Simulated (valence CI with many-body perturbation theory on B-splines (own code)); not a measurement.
# Pb8+: magnetic and hyperfine properties of the levels

Computed by configuration interaction combined with many-body perturbation theory (CI+MBPT): six valence electrons over a frozen Dirac-Fock core [Xe] 4f14, radial functions for each j: 7 s, 7 p, 8 d, 6 f, 4 g, 1 h, with the one-electron correlation potential Σ1 (screened to all orders), the two-electron term Σ2, the three-electron term Σ3, Breit, model QED; selected single and double excitations, second order for the rest, scaled by the run's own slope (own B-spline code, finite nucleus).

No measured spectrum was set against this ion. As an estimate, terms of the open shell hold to 2 to 4 % of their energy, and close levels can change places; different configurations can be misplaced against each other by 1,000 to 8,000 cm⁻¹. Among the levels kept, up to 600 cm⁻¹ of a level comes from second order outside the variational space, and about a tenth of that is noise between levels of different J, which matters for small intervals. Only levels of the ground parity were solved; by the run's estimate the other parity begins above the list, which can be wrong where configurations are misplaced.

A/g_I is the dipole constant over the nuclear g factor μ/I (μ in nuclear magnetons, uniformly magnetised nucleus), B/Q the quadrupole constant per barn. Both hold the static response of the core; the bare values leave it out. Large factors of s and p1/2 electrons are usually good to 5 to 10 %; those of open d and f shells near neutrality can be off by tens of per cent, and small factors of p3/2, d and f electrons come from cancelling terms and can be off by a factor of two or in sign, in half-filled shells by more. B is blank for J = 1/2, where it vanishes, and for nearly pure S terms. Energies count from the lowest level. Levels with J = 0 are left out.

Levels are named by their leading jj configuration (3d3/2^4 stands for four electrons in 3d with j = 3/2), which in mixed levels can hold well under half, so a name can repeat and another be missing. Letters in brackets count levels of one name in rising energy.

| Level | E (cm⁻¹) | g | A/g_I (MHz) | A/g_I bare | B/Q (MHz/b) | B/Q bare |
| --- | --- | --- | --- | --- | --- | --- |
| (5d3/2^4 5d5/2^2) J=4 | 0.0 | 1.384 | -42.9 | 1350 | 3360 | 2970 |
| (5d3/2^4 5d5/2^2) J=2 | 8531 | 1.384 | -43.9 | 1330 | -1190 | -1.00e+03 |
| (5d3/2^3 5d5/2^3) J=3 [a] | 16929 | 1.442 | -673 | 789 | 388 | 352 |
| (5d3/2^3 5d5/2^3) J=1 [a] | 21912 | 1.421 | -333 | 1150 | -1130 | -948 |
| (5d3/2^3 5d5/2^3) J=4 [a] | 25133 | 1.099 | 1400 | 1710 | 2520 | 2240 |
| (5d3/2^3 5d5/2^3) J=5 | 32873 | 1.125 | 1460 | 1960 | 1440 | 1300 |
| (5d3/2^3 5d5/2^3) J=6 | 33628 | 1.127 | 1600 | 2170 | -2840 | -2560 |
| (5d3/2^3 5d5/2^3) J=2 [a] | 38441 | 0.976 | 2240 | 2200 | -2330 | -2020 |
| (5d3/2^3 5d5/2^3) J=3 [b] | 39399 | 1.015 | 2300 | 2510 | 1280 | 1100 |
| (5d3/2^2 5d5/2^4) J=2 [a] | 43162 | 1.272 | 421 | 1360 | -144 | -158 |
| (5d3/2^3 5d5/2^3) J=1 [b] | 50173 | 0.874 | 2590 | 2120 | 1830 | 1580 |
| (5d3/2^3 5d5/2^3) J=4 [b] | 50850 | 0.989 | 2340 | 2410 | -1140 | -974 |
| (5d3/2^3 5d5/2^3) J=2 [b] | 52799 | 1.218 | 749 | 1520 | 3030 | 2740 |
| (5d3/2^2 5d5/2^4) J=4 [a] | 54540 | 1.117 | 1690 | 2220 | 75.5 | 85.9 |
| (5d3/2^3 5d5/2^3) J=3 [c] | 56448 | 1.218 | 972 | 1790 | -2680 | -2370 |
| (5d3/2^2 5d5/2^4) J=5 | 57933 | 1.108 | 1720 | 2220 | -2110 | -1810 |
| (5d3/2^3 5d5/2^3) J=3 [d] | 60744 | 1.076 | 1700 | 2000 | -2850 | -2460 |
| (5d3/2^2 5d5/2^4) J=3 | 62973 | 0.929 | 2930 | 2870 | 236 | 206 |
| (5d3/2^2 5d5/2^4) J=6 | 63621 | 1.038 | 2160 | 2440 | -3330 | -2890 |
| (5d3/2^2 5d5/2^4) J=1 | 69992 | 1.206 | 1090 | 1930 | -396 | -313 |
| (5d3/2^2 5d5/2^4) J=4 [b] | 72692 | 1.053 | 2170 | 2520 | 86.5 | 22.4 |
| (5d3/2^2 5d5/2^4) J=2 [b] | 73204 | 1.061 | 2030 | 2390 | -1930 | -1750 |
| (5d3/2 5d5/2^5) J=1 | 81380 | 1.498 | -1640 | -267 | -817 | -712 |
| (5d3/2^2 5d5/2^4) J=2 [c] | 84677 | 0.780 | 3930 | 3430 | -880 | -768 |
| (5d3/2^2 5d5/2^4) J=4 [c] | 86250 | 1.180 | 1170 | 1860 | -3230 | -2800 |

Problem. Take the isotope of mass number 207, with I = 1/2, μ = 0.5906 μN. What is the hyperfine structure of (5d3/2^3 5d5/2^3) J=2 [a]?

Solution. From the table A = 2650 MHz. Shifts from the centre of gravity in MHz: F = 3/2: -3980, F = 5/2: 2650.
